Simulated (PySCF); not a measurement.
# Electron correlation in Ne(2+) (neon, charge +2)

[He] 2s2 2p3 3s1, 3s spin antiparallel (an excited configuration). Calculation: PySCF 2.14, in aug-cc-pVTZ with one added diffuse shell each of s, p, d, f type (6s5p4d3f, 62 functions); no relativity, point nucleus. Frozen: 1s2; 6 electrons correlated.

MP2 pair energies summed by pair of shells (mhartree):

```csv
pair,energy,share (%)
2s-2p,-66.62,58.7
2p-2p,-23.92,21.1
2s-2s,-9.43,8.3
2p-3s,-8.65,7.6
2s-3s,-4.85,4.3
```

Total MP2 correlation energy: -113.47 mhartree.

Same-spin part -32.92 and opposite-spin part -80.55 mhartree; SCS-MP2 scales them by 1/3 and 6/5 to -107.63 mhartree.
